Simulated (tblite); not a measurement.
Isomers of C6H5F3O. Level: GFN2-xTB in tblite, geometry and Hessian alike; calculated harmonic values, unscaled, isolated species. Against measured fundamentals such values can be off by several per cent, at times by over 20. One conformer each.

Electronic energies: GFN2-xTB at the same geometries; isomer energies are rough at this level and their order can be wrong.

| SMILES | electronic energy, lowest = 0 (kcal/mol) |
| --- | --- |
| FC1=C[C@H](C(F)F)C=CO1 | 0.3 |
| FC1=C(C(F)F)CC=CO1 | 0.0 |
| O=CCC1=C[C@@H]1C(F)(F)F | 46.3 |
| C=C1C[C@H]1C(=O)C(F)(F)F | 31.4 |

Task: How do GFN2-xTB zero-point energies change the relative energies?

Result: 
```csv
SMILES,ZPE (kcal/mol),of it from modes above 1550 cm⁻¹,electronic (kcal/mol),"with ZPE, lowest = 0 (kcal/mol)",lowest mode (cm⁻¹),rings
FC1=C(C(F)F)CC=CO1,62.5,26.4,0.0,0.0,44,1
FC1=C[C@H](C(F)F)C=CO1,62.5,26.6,0.3,0.3,47,1
C=C1C[C@H]1C(=O)C(F)(F)F,60.5,27.3,31.4,29.4,33,1
O=CCC1=C[C@@H]1C(F)(F)F,59.7,26.7,46.3,43.5,12,1
```

The zero-point energies span 2.8 kcal/mol, from `O=CCC1=C[C@@H]1C(F)(F)F` to `FC1=C(C(F)F)CC=CO1`. The order is unchanged.

Task: What do entropy and thermal enthalpy add at 298.15 K and 1 bar (rigid rotor, harmonic oscillator, one conformer each)?

Result: 
```json
{"SMILES": "FC1=C(C(F)F)CC=CO1", "point group": "Cs", "symmetry number": "1", "S (cal/(mol K))": "95.1", "H − H(0) (kcal/mol)": "6.23", "ZPE + H − H(0) − TS (kcal/mol)": "40.3"}
{"SMILES": "FC1=C[C@H](C(F)F)C=CO1", "point group": "C1", "symmetry number": "1", "S (cal/(mol K))": "94.2", "H − H(0) (kcal/mol)": "6.11", "ZPE + H − H(0) − TS (kcal/mol)": "40.5"}
{"SMILES": "C=C1C[C@H]1C(=O)C(F)(F)F", "point group": "C1", "symmetry number": "1", "S (cal/(mol K))": "99.8", "H − H(0) (kcal/mol)": "6.78", "ZPE + H − H(0) − TS (kcal/mol)": "37.5"}
```

Not tabulated: `O=CCC1=C[C@@H]1C(F)(F)F` (lowest mode only 12 cm⁻¹).
